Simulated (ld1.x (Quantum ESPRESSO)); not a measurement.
## Which setting gave this result? (Mo (Z = 42), TM)

Base potential:

molybdenum, norm-conserving Troullier–Martins (Kleinman–Bylander form), made with ld1.x (Quantum ESPRESSO) 7.5 (LDA (PZ), scalar-relativistic). Core [Ar] 3d10, reference 4s2 4p6 4d3 5s0 5p0 (charge +3). Waves: 4s (bound): rc 1.45 bohr; 4d (bound): rc 2.20 bohr; 4p (bound): rc 2.05 bohr. Local part: the p channel. Core correction: a·sin(br)/r model core inside 0.70 bohr.

Cutoffs, loose and tight: the cutoffs (Ry, on a coarse ladder) from which the occupation-weighted sum of valence levels, in a spherical-Bessel basis at the reference potential, stays within 10 and 1 mRy of its value at 400 Ry. They do not see the model core or the augmentation charge, which bear on the density cutoff. Test errors are all-electron minus pseudo excitation energies from the reference, over the configurations 4s2 4p6 4d5 5s1 5p0; 4s2 4p6 4d5 5s0 5p0; 4s2 4p6 4d4 5s0 5p0; 4s2 4p6 4d2 5s0 5p0; 4s2 4p6 4d5 5s0 5p1; 4s1 4p6 4d5 5s1 5p0; 4s2 4p6 4d4 5s2 5p0 (two spin-polarised tests are not counted in the largest error); variants that change the core or the reference have their own tests.

Only the scale of all radii but the core radius (base = 1) is moved:

| scale of all radii but the core radius (base = 1) | cutoff, loose | cutoff, tight | bound ghosts | largest test error (meV) |
| --- | --- | --- | --- | --- |
| 0.76 | 100 Ry | 180 Ry | none | +153 |
| 1.02 | 70 Ry | 100 Ry | none | +628 |
| 1.16 | 50 Ry | 70 Ry | none | +930 |
| 1.28 | 30 Ry | 55 Ry | none | +1243 |
| 1.35 | 30 Ry | 50 Ry | none | +1451 |

Task: One more run gave cutoff, loose: 80 Ry; cutoff, tight: 140 Ry; bound ghosts: none; largest test error (meV): +402. Which value of the scale of all radii but the core radius (base = 1) was used?

Result: 0.91. The tight cutoff moves one way along this sweep, from 180 Ry at 0.76 to 50 Ry at 1.35, which places the run between 0.76 and 1.02.
